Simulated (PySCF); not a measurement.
silanone anion (H₂OSi), SMILES O=[SiH2] (connectivity only; charge and spin as stated), charge -1, multiplicity 2.

Coordinates come from a B3LYP-D3(BJ)/def2-TZVPD optimisation. The spin state was assumed, not searched.

All values below come from B3LYP-D3(BJ)/def2-TZVPD (PySCF).

Frequencies are harmonic and unscaled.

```
mode  ν (cm⁻¹)  IR (km/mol)  moving atoms (share of kinetic energy)
----  --------  -----------  --------------------------------------
1          694         36.9                          H 84 %, Si 8 %
2          727         94.9                         H 83 %, Si 13 %
3          944         48.4                                  H 92 %
4         1045        156.9                         O 58 %, Si 36 %
5         1892        593.2                                  H 96 %
6         1895        363.0                                  H 98 %
```
